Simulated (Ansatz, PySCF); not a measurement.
Dimer: NH3 (SMILES N) (first 4 atoms) with SiH4 (SMILES [SiH4]); geometry from B3LYP-D3(BJ)/def2-TZVP.
(charge 0, multiplicity 1):
```
atom    x (Å)    y (Å)    z (Å)
----  -------  -------  -------
N      0.0695   0.1640  -0.0073
H     -0.7442   0.6433   0.3597
H      0.0378  -0.7928   0.3247
H      0.8905   0.6013   0.3945
Si    -0.0119   0.0308   3.6368
H      1.2233   0.7185   3.1991
H     -0.0453  -0.0233   5.1161
H     -0.0317  -1.3463   3.0951
H     -1.1942   0.7738   3.1464
```

Basis-set superposition error: the interaction energy with monomers in their own basis, and in the dimer's basis (counterpoise).

Programs: Ansatz (a quantum-chemistry and plane-wave program); PySCF for 6-31G* rows. Each number belongs to the level named beside it.

```csv
level,uncorrected (kcal/mol),counterpoise (kcal/mol),difference
HF/aug-cc-pV(T+d)Z,0.72,0.79,0.07
PBE/def2-TZVPPD,-0.52,-0.40,0.13
revPBE/def2-TZVPPD,0.67,0.80,0.13
B3LYP/6-31G*,-1.88,0.53,2.42
B3LYP/def2-TZVPPD,0.35,0.46,0.11
PBE0/def2-TZVPPD,-0.39,-0.29,0.09
CAM-B3LYP/def2-TZVPPD,-0.12,-0.02,0.10
MP2/6-31G*,-2.04,0.56,2.60
SCS-MP2/aug-cc-pV(T+d)Z,-0.61,-0.31,0.30
CCSD/aug-cc-pV(D+d)Z,-0.86,-0.31,0.55
```

The error is largest for MP2/6-31G* (2.60 kcal/mol) and smallest for HF/aug-cc-pV(T+d)Z (0.07 kcal/mol).
